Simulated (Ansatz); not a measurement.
C₂H₂N, SMILES [CH2-]C#N, charge -1.

The structure is a stationary point at r2SCAN-D4/def2-TZVPD.

Two levels are set side by side: PBE/def2-TZVPD (Ansatz, a program for electronic structure) and CAM-B3LYP/def2-TZVPD (Ansatz). Energy differences of separate SCF runs at the same geometry; the states with an electron removed or added have multiplicity 2. Differences are taken from unrounded values.

| quantity | CAM-B3LYP | PBE | PBE minus CAM-B3LYP |
|---|---|---|---|
| vertical ionisation energy (eV) | 1.67 | 1.63 | -0.04 |
| vertical singlet–triplet gap (eV) | 2.83 | 2.63 | -0.21 |
